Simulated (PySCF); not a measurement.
A side-by-side comparison of computed properties.

First species: C3H7NSi.
SMILES: `CC#C[SiH2]N`

Second species: C8H10S.
Bonds: C1–S2, S2–C3, C3–C4 (double), C4–C5, C5–C6 (double), C6–C7, C7–C8, C8–C9, C3–C7, C7–C9. Hydrogens: H10, H11, H12 on C1; H13 on C4; H14 on C5; H15 on C6; H16, H17 on C8; H18, H19 on C9.

Levels: CAM-B3LYP/def2-SVPD for dipole moment, HOMO energy, LUMO energy, HOMO–LUMO gap, static isotropic polarisability and electronic spatial extent ⟨r²⟩ about the centre of nuclear charge; TDDFT CAM-B3LYP/def2-SVPD for lowest singlet excitation; PBE0-D3(BJ)/def2-SVP for rotational constant A and rotational constant C. Geometries: PBE0-D3(BJ)/def2-SVP. Each structure is a single optimised conformer of the isolated species, non-relativistic unless stated. Electronic properties by PySCF.

The conformers computed, where there is a choice (atom-mapped SMILES and torsion angles):
- `[CH3:1][C:2]#[C:3][SiH2:4][NH2:5]`: H–N5–Si4–C3 -68°, H–N5–Si4–C3 69°
- `[CH3:1][S:2][C:3]1=[CH:4][CH:5]=[CH:6][C:7]12[CH2:8][CH2:9]2`: C1–S2–C3–C4 0°

Values for the first species:

* Dipole moment: 2.22 D
* HOMO energy: -8.75 eV
* LUMO energy: 0.87 eV
* HOMO–LUMO gap: 9.62 eV
* Lowest singlet excitation: 5.80 eV
* Static isotropic polarisability: 72.3 au
* Electronic spatial extent ⟨r²⟩ about the centre of nuclear charge: 861 bohr²
* Rotational constant A: 13.952 GHz
* Rotational constant C: 1.400 GHz

Question: Estimate the same properties for the second species, and the change in each.

Answer: 
```tsv
property	first	second	second less first
dipole moment	2.22 D	0.43 D	-1.79 D
HOMO energy	-8.75 eV	-6.71 eV	+2.04 eV
LUMO energy	0.87 eV	0.46 eV	-0.41 eV
HOMO–LUMO gap	9.62 eV	7.17 eV	-2.45 eV
lowest singlet excitation	5.80 eV	4.34 eV	-1.46 eV
static isotropic polarisability	72.3 au	112.5 au	+40.2 au
electronic spatial extent ⟨r²⟩ about the centre of nuclear charge	861 bohr²	1398 bohr²	+537 bohr²
rotational constant A	13.952 GHz	2.249 GHz	-11.703 GHz
rotational constant C	1.400 GHz	0.857 GHz	-0.543 GHz
```

On the first: The dipole equals about 7.4 × 10⁻³⁰ C·m (1 D = 3.33564 × 10⁻³⁰ C·m). The polarisability is 10.72 Å³ as a volume (1 au = 0.148185 Å³), or 1.57 au for each of the 46 electrons.

On the second: The dipole matches unit charges of opposite sign 0.09 Å apart (1 e·Å = 4.8032 D). The principal polarisabilities are 79.3, 123.8 and 134.5 au; their mean is the isotropic value.
